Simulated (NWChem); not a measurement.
CH7FOSi2; SMILES O[C@@H]([SiH3])[SiH2]F

```xyz
12

O     -1.7360    -1.0086     0.0246
C     -0.4586    -0.4773     0.4618
Si     1.0073    -1.5814    -0.0697
Si    -0.4470     1.3198    -0.1448
F      1.0020     2.0472     0.1340
H     -1.6807    -1.1289    -0.9436
H     -0.4870    -0.4761     1.5738
H      0.8515    -2.9644     0.4988
H      0.9744    -1.6785    -1.5737
H      2.3180    -0.9855     0.3629
H     -0.6798     1.2907    -1.6304
H     -1.5194     2.1121     0.5417
```
Atoms are numbered in this order, from 1.

Program: NWChem. Pople sets run with spherical d functions. Medium grid unless said otherwise, to which SCAN and Minnesota functionals are sensitive. All runs use the structure optimised with PBE-D3(BJ)/def2-SVP. Level r2SCAN/6-31G*: single points from the atomic guess with DIIS by default; each run changes one setting, and all converged runs end within 0.3 mHa of each other.

### Question
Which setting needs the most SCF iterations, or fails (no level shifting; occupation smearing of 0.005 Ha; no DIIS, 40 % damping; DIIS on 3 Fock matrices; defaults)?

### Answer
no DIIS, 40 % damping, with 29 against 8 for the defaults.
| setting | SCF iterations |
|---|---|
| defaults | 8 |
| no level shifting | 8 |
| no DIIS, 40 % damping | 29 |
| occupation smearing of 0.005 Ha | 8 |
| DIIS on 3 Fock matrices | 8 |
